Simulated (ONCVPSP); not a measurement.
**Pseudopotential generation for B: ONCV, LDA (Perdew-Wang 92), scalar-relativistic.**

```json
{"Element": "boron (B)", "Generator": "ONCVPSP 4.0.1", "Type": "optimised norm-conserving Vanderbilt (ONCV)", "Functional": "LDA (Perdew-Wang 92)", "Relativity": "scalar-relativistic", "Frozen core": "[He]", "Valence charge": "3", "Reference configuration": "2s2 2p1", "Partial waves": "2s: rc 1.35 bohr, ncon 4, nbas 8, qcut 4.4 1/bohr, 2 projectors, debl 2.8 Ha; 2p: rc 2.05 bohr, ncon 3, nbas 8, qcut 3.9 1/bohr, 2 projectors, debl 1.1 Ha", "Local potential": "polynomial inside 1.35 bohr (lpopt 4, dvloc0 2 Ha)", "Core correction": "Teter function, fcfact 5, rcfact 1.15"}
```

All-electron outer shells of the reference configuration (LDA (PZ), scalar-relativistic, ld1.x):

| shell | level (eV) | outermost node (bohr) | outermost maximum (bohr) |
| --- | --- | --- | --- |
| 1s | -178.66 | – | 0.21 |
| 2s | -9.39 | 0.46 | 1.52 |
| 2p | -3.72 | – | 1.55 |

(1) Estimate the cutoffs (Ha) at which the residual kinetic energy of the hardest occupied pseudo-wave falls to 1 and 0.1 mHa per electron.

(2) What does a ghost test show?

(3) Which valence shell sets the plane-wave cutoff?

(4) Tests: 2s2 2p0; 2s1 2p0; 2s2 2p0.5; 2s1 2p1. Which has the largest error in its energy relative to the reference configuration, and how large is it?

## Answers

(1) 12 Ha and 77 Ha.

(2) No bound ghost flagged; no localised positive-energy state flagged.

(3) 2s: 12 Ha for 1 mHa per electron, against 8 Ha for 2p.

(4) 2s1 2p0, with +187 meV (all-electron minus pseudo) on +33.62 eV.
